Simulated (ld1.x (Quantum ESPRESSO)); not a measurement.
**arsenic: one change to a TM potential, before and after**

As (Z = 33), norm-conserving Troullier–Martins (Kleinman–Bylander form), made with ld1.x (Quantum ESPRESSO) 7.5 (PBE, scalar-relativistic). Core [Ar] 3d10, reference 4s2 4p3. Waves: 4s (bound): rc 1.70 bohr; 4p (bound): rc 1.35 bohr. Local part: the p channel. Core correction: a·sin(br)/r model core, default radius (core density twice the valence density).

All-electron outer shells of the reference configuration (PBE, scalar-relativistic, ld1.x):

```csv
shell,level (eV),outermost node (bohr),outermost maximum (bohr)
3p,-133.68,0.22,0.52
3d,-40.65,–,0.47
4s,-14.49,0.73,1.61
4p,-5.19,0.78,2.00
```

Change: local potential the s channel.

Cutoffs: the cutoffs (Ry, on a coarse ladder) from which the occupation-weighted sum of valence levels, in a spherical-Bessel basis at the reference potential, stays within 10 and 1 mRy of its value at 400 Ry; they do not see the model core or the augmentation charge, which bear on the density cutoff. Errors are all-electron minus pseudo energies relative to the spin-unpolarised reference configuration.

**Question.** What does the change do?

**Answer.** The potential gets neither clearly harder nor softer (55 Ry and 100 Ry → 55 Ry and 100 Ry); the bound ghosts move from s to p; of the 7 tests that both files solve, the error grows in 5 and shrinks in 0 by more than 15 % and 0.3 meV (median size 5.2 → 7.4 meV); the range in which the p phases agree widens (upper end 3.2 → at the end of the scan). In the separable form a ghost depends on how the local part lies against the semilocal potential of the channel, so the choice of the local part can create or remove one.

```tsv
quantity	base	changed
cutoff, loose	55 Ry	55 Ry
cutoff, tight	100 Ry	100 Ry
loose cutoff by channel (10 mRy a level)	s 18 Ry, p 45 Ry	p 50 Ry, s 18 Ry
bound ghosts	s	p
error for 4s2 4p2, meV [ΔE 9.15 eV]	-1.9	-4.0
error for 4s2 4p1, meV [ΔE 27.07 eV]	-20	-26
error for 4s2 4p0, meV [ΔE 54.77 eV]	-105	-94
error for 4s2 4p3.3, meV [ΔE -1.23 eV]	+0.2	+0.1
error for 4s2 4p2.5, meV [ΔE 3.56 eV]	-0.4	-1.0
error for 4s1 4p4, meV [ΔE 9.42 eV]	-5.2	-7.4
error for 4s0 4p5, meV [ΔE 19.06 eV]	-16	-28
s: phases at 1.84 bohr within 0.05 rad from the reference energy up to (Ry; the scan ends near 5)	to the end of the scan	4.8
p: phases at 1.84 bohr within 0.05 rad from the reference energy up to (Ry; the scan ends near 5)	3.2	to the end of the scan
```

 A true bound ghost makes a file unfit for plane-wave use even where its test errors are small: the radial tests pick states by their node count and pass the ghost by.
